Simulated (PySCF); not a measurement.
C7H10.
Cartesian coordinates in Å at the GFN2-xTB level; atoms count from 1:
```
atom  x, y, z in Å
C1     2.3425    0.8796    1.3922
C2     1.3597    0.6253    0.7574
C3     0.1722    0.2963    0.0010
C4    -0.2602    1.4880   -0.8474
C5    -0.9751   -0.3176    0.8423
C6    -1.0107   -1.5305   -0.0982
C7     0.2639   -1.0310   -0.7931
H8     3.2034    1.1078    1.9466
H9     0.5317    1.7645   -1.5415
H10   -0.4756    2.3455   -0.2123
H11   -1.1543    1.2390   -1.4150
H12   -1.8820    0.2825    0.8808
H13   -0.6706   -0.5641    1.8577
H14   -1.8804   -1.5436   -0.7524
H15   -0.9256   -2.4991    0.3897
H16    0.2044   -0.9185   -1.8739
H17    1.1498   -1.6119   -0.5439
```

Theory: TDDFT PBE0/def2-SVPD, vertical, gas phase, core orbitals frozen in the response (PySCF 2.14.0, density-fitted response routines).

```json
{"state": "S1", "E (eV)": "6.64", "ν̃ (cm⁻¹)": "53530", "f": "0.0002", "symmetry": "–", "main configurations (H = HOMO, L = LUMO)": "H-1→L+1 (66%), H→L+2 (12%)"}
{"state": "S2", "E (eV)": "6.89", "ν̃ (cm⁻¹)": "55560", "f": "0.012", "symmetry": "A′", "main configurations (H = HOMO, L = LUMO)": "H→L+1 (47%), H-1→L+2 (25%), H-1→L+4 (10%)"}
{"state": "S3", "E (eV)": "6.91", "ν̃ (cm⁻¹)": "55730", "f": "0.0003", "symmetry": "–", "main configurations (H = HOMO, L = LUMO)": "H→L+2 (39%), H-1→L+1 (22%), H→L+4 (17%)"}
{"state": "S4", "E (eV)": "7.22", "ν̃ (cm⁻¹)": "58210", "f": "0.039", "symmetry": "A′", "main configurations (H = HOMO, L = LUMO)": "H-1→L (89%)"}
{"state": "S5", "E (eV)": "7.22", "ν̃ (cm⁻¹)": "58230", "f": "0.071", "symmetry": "A″", "main configurations (H = HOMO, L = LUMO)": "H→L (85%), H→L+3 (11%)"}
{"state": "S6", "E (eV)": "7.84", "ν̃ (cm⁻¹)": "63200", "f": "0.018", "symmetry": "A′", "main configurations (H = HOMO, L = LUMO)": "H-1→L+3 (46%), H-1→L+2 (43%)"}
{"state": "S7", "E (eV)": "7.84", "ν̃ (cm⁻¹)": "63220", "f": "0.0021", "symmetry": "A″", "main configurations (H = HOMO, L = LUMO)": "H→L+3 (56%), H→L+2 (33%)"}
{"state": "S8", "E (eV)": "8.06", "ν̃ (cm⁻¹)": "64980", "f": "0.0000", "symmetry": "–", "main configurations (H = HOMO, L = LUMO)": "H→L+4 (69%), H→L+3 (16%), H→L+2 (12%)"}
```

Triplets (Tamm–Dancoff): T1 5.41 eV, H→L+1 (46%), H-1→L+2 (15%), H-1→L+4 (11%); T2 5.93 eV, H-1→L+1 (47%), H→L+2 (18%), H→L+4 (11%); T3 5.95 eV, H→L+1 (32%), H-1→L+2 (25%), H-1→L+4 (17%).

The lowest singlet lies at 6.64 eV (187 nm, vacuum ultraviolet) and is dark (f under 0.0005); its leading configuration is HOMO-1→LUMO+1 (66%). The most intense listed level is S5 at 7.22 eV (172 nm, f = 0.071), 0.58 eV above S1. S4/S5 and S6/S7 lie within about 0.01 eV of each other in each set. Löwdin shares by element: HOMO (one of a set within 0.03 eV) carbon 85% or more (atoms not listed hold the other 15%); LUMO carbon 40% or more (atoms not listed hold the other 60%). Orbital energies (eV): HOMO-3 -9.00, HOMO-2 -8.97, HOMO-1 -7.55, HOMO -7.54, LUMO 0.71, LUMO+1 1.08, LUMO+2 1.18. The oscillator strengths of these states sum to 0.143; summed over the whole spectrum of an exact calculation they would give the number of electrons, 52 (Thomas–Reiche–Kuhn). The listed states span 1.42 eV, and the widest gap between neighbours is 0.62 eV (S5 to S6). Symmetry labels in Cs follow from the direction of the transition dipole and are given only for states with f of 0.002 or more. Only the lowest 8 singlets were computed, as vertical energies without vibronic structure.

One conformer stands for the species.
